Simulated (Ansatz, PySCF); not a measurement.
FGa, triplet, at a GFN2-xTB geometry (such geometries of metal compounds can be far from the true shape) (the spin is typed, not shown lowest). Base run: PySCF with B3LYP/6-31G*.

Geometry (Å):
```xyz
2

Ga     0.0000     0.0000    -0.4360
F      0.0000     0.0000     1.5018
```
Charge 0, spin multiplicity 3.
Orbitals are unrestricted.
All else is at PySCF's defaults.

The same geometry, method and basis name were run in Ansatz (a program for electronic structure) and PySCF, at each program's defaults and at the settings that a row names. The base is PySCF at its defaults. Differences at the defaults can come from grids, fitting, cores and function types together.

```csv
code and settings,ΔE vs base (mEh),basis functions,E (Eh),SCF cycles,dipole (D)
"PySCF, defaults (exact integrals, its default grid, spherical functions)",0.000,46,-2024.36220,11,2.40
"Ansatz, defaults (factorised integrals, its default grid, Cartesian functions)",-5.923,50,-2024.36813,-,-
"PySCF, density fitting with def2-universal-jkfit",0.005,46,-2024.36220,11,2.40
"PySCF, fine grid",-0.001,46,-2024.36220,11,2.40
"Ansatz, high accuracy, Cartesian functions as the basis file defines them",-5.924,50,-2024.36813,-,-
```

Open shells are given as the SCF converged; they aren't shown to be the lowest states, and a large step between rows can be another state.
